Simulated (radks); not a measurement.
Problem. Numerical settings for the technetium ion Tc+, [Kr] 4d5 5s1. All-electron calculation, scalar-relativistic Kohn-Sham, r2SCAN, spin-polarised, spherical densities, finite nucleus; open shells are filled with parallel spins first (spin-orbit coupling, left out, can overturn this in heavy ions); meta-GGA in the generalised Kohn-Sham scheme; Fermi nuclear charge, rms radius 4.4112 fm. Program: a radial shooting solver on a logarithmic mesh with Libxc functionals. The defaults (mesh step 0.008 in ln r, mesh end at 40 bohr or more with all orbitals vanishing there, Anderson mixing 0.5 over 9 steps, residual threshold near 1e-9 with the energy settled to 1e-9 hartree or 1e-11 of itself, here a cap of 89 iterations) give E = -4286.087 hartree and 5s at -12.427 eV in 12 iterations. Run on one thread of a shared host, so times are rough (Arm Neoverse V1): 0.18 s of CPU time, 0.18 s wall, 12 iterations on 2314 mesh points. One setting is changed at a time: mesh step in ln r 0.2; mesh step in ln r 0.012; mesh step in ln r 0.08; mesh end (bohr) 8; mesh end (bohr) 1; residual threshold 1e-13; residual threshold 0.001; mixing 0.2; linear mixing, mixing 1; linear mixing, mixing 0.5; mixing history 2; iteration cap 8. Which runs fail to converge, and which converge to a wrong energy?

Solution. Not converged within the cap: mesh step in ln r 0.2; mesh step in ln r 0.08; residual threshold 1e-13; linear mixing, mixing 1; iteration cap 8. Settled on a wrong energy, with an occupied level pushed above zero by the early mesh end: mesh end (bohr) 1 (+199 hartree). Apart from these: no run marked as converged misses the energy by more than 1 mhartree.
